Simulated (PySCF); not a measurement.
NICS in isomers of C7H11O2P.

NICS = −σ at a ghost point: NICS(0) at the centroid of the ring atoms, NICS(1) 1 Å to either side along the normal of their mean plane, zz for the tensor component along that normal. Level: GIAO PBE0/pcSseg-1 (PySCF, non-relativistic, gas phase) on the GFN2-xTB geometries, one conformer each. Atom numbers follow the mapped SMILES.

Question: Order these rings by mean NICS(1)zz, lowest (most negative) first (ppm).
A. ring P4–C6–C7–O8–C9–C10 in `[CH3:1][C:2]#[C:3][P:4]1(=[O:5])[CH2:6][CH2:7][O:8][CH2:9][CH2:10]1`
B. ring C6–C7–C8–O9–C10 in `[CH3:1][O:2][CH2:3][P:4]([CH3:5])[c:6]1[cH:7][cH:8][o:9][cH:10]1`
C. ring C3–C4–P5–C8–C9 in `[CH3:1][O:2][C:3]1=[CH:4][P@@:5]([CH3:6])(=[O:7])[CH:8]=[C:9]1[CH3:10]`
D. ring P4–C6–C7–O8–C9–C10 in `[CH:1]#[C:2][CH2:3][P:4]1(=[O:5])[CH2:6][CH2:7][O:8][CH2:9][CH2:10]1`
E. ring P4–C5–C6–C7–C9–C10 in `[CH3:1][C:2](=[O:3])[P:4]1[CH2:5][CH2:6][C:7](=[O:8])[CH2:9][CH2:10]1`
F. ring C6–C7–C8–C9–O10 in `[OH:1][CH2:2][CH2:3][CH2:4][PH:5][c:6]1[cH:7][cH:8][cH:9][o:10]1`
G. ring C3–C4–C5–P6–C9–C10 in `[CH3:1][O:2][C@H:3]1[CH:4]=[CH:5][P@@:6]([CH3:7])(=[O:8])[CH:9]=[CH:10]1`

Answer: B (-27.1), F (-25.9), G (-2.8), A (0.3), E (1.3), C (2.6), D (3.7).

```
                     SMILES                                                     ring  NICS(0)  NICS(1)  NICS(1)zz  HOMA  rms pucker (Å)  ring atoms with four or more neighbours
             COCP(C)c1ccoc1        5-membered ring with O; formal bonds all aromatic    -11.6    -10.5      -27.1  0.48            0.00                                        0
               OCCCPc1ccco1        5-membered ring with O; formal bonds all aromatic    -11.5    -10.1      -25.9  0.49            0.01                                        0
CO[C@H]1C=C[P@@](C)(=O)C=C1  6-membered ring with P; formal bonds 2 double, 4 single     -2.3     -3.7       -2.8     –            0.21                                        2
           CC#CP1(=O)CCOCC1    6-membered ring with O and P; formal bonds all single     -3.7     -2.8        0.3     –            0.24                                        5
         CC(=O)P1CCC(=O)CC1          6-membered ring with P; formal bonds all single     -1.1     -3.0        1.3     –            0.32                                        4
    COC1=C[P@@](C)(=O)C=C1C  5-membered ring with P; formal bonds 2 double, 3 single     -0.7     -2.3        2.6     –            0.00                                        1
           C#CCP1(=O)CCOCC1    6-membered ring with O and P; formal bonds all single     -1.8     -1.6        3.7     –            0.28                                        5
```

NICS(0) gives another order. The isotropic NICS(1) gives another order. HOMA uses Krygowski's 1993 parameters; it is left out where a ring has a four-coordinate atom, a triple bond, no multiple bond or a kind of bond without parameters. NICS(1) and NICS(1)zz are means over the two faces.
